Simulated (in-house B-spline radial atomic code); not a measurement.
TDHF excitations of Cl VIII (Cl7+)

Method: TDHF. Computed with an all-electron radial atomic-structure program (B-spline basis): linear response of the closed shell [He] 2s2 2p6 with bare exchange (time-dependent Hartree-Fock); non-relativistic, point nucleus, no spin-orbit coupling, no double excitations, S, P, D and F terms only. Only terms of natural parity with L up to 3 were computed.

Command:
```bash
python run_td.py task.json out
```
Settings (radii: box in bohr, nucleus in fm):
```
Z                        17
electrons                10
configuration            [He] 2s2 2p6
hamiltonian              nr
method                   hf
box_radius               12.81
intervals                50
```

Cost of the run: 0.3 s on 1 thread of Arm Neoverse N1, with other jobs on the host.

The lowest states, in the order of their Tamm-Dancoff energies; the method's threshold (minus the highest occupied level) is 350.25 eV. Labels give the largest channel, * marks a mixed state, and oscillator strengths are full-response dipole values. Energies in eV:

| state | full response | Tamm-Dancoff | oscillator strength |
| --- | --- | --- | --- |
| 2p → 3s 3P | 210.69 | 210.75 | - |
| 2p → 3s 1P | ? | ? | ? |
| 2p → 3p 3S | ? | ? | - |
| 2p → 3p 3D | 225.95 | 226.01 | - |
| 2p → 3p 1D | 227.36 | 227.37 | - |
| 2p → 3p 1S | 236.43 | 237.04 | - |
| 2p → 3d 3P | 246.01 | 246.02 | - |
| 2p → 3d 3F | 247.01 | 247.06 | - |
| 2p → 3d 1F | 248.21 | 248.22 | - |
| 2p → 3d 1P | 252.00 | 252.19 | 1.86 |

Q: Where does 2p → 3p 3S lie?

A: At 222.86 eV in full response, 222.98 eV in Tamm-Dancoff.

Q: Where does 2p → 3s 1P lie?

A: At 212.53 eV in full response, 212.55 eV in Tamm-Dancoff, oscillator strength 0.244.

Q: How large is the singlet-triplet splitting of 2p → 3s (P terms) in Tamm-Dancoff?

A: 1.8 eV, from the unrounded values.

Q: What polarisabilities and dispersion coefficient does the method give?

A: Dipole 0.05119 bohr³, quadrupole 0.01766 bohr⁵, C6 0.02195 hartree·bohr⁶ for two such species.
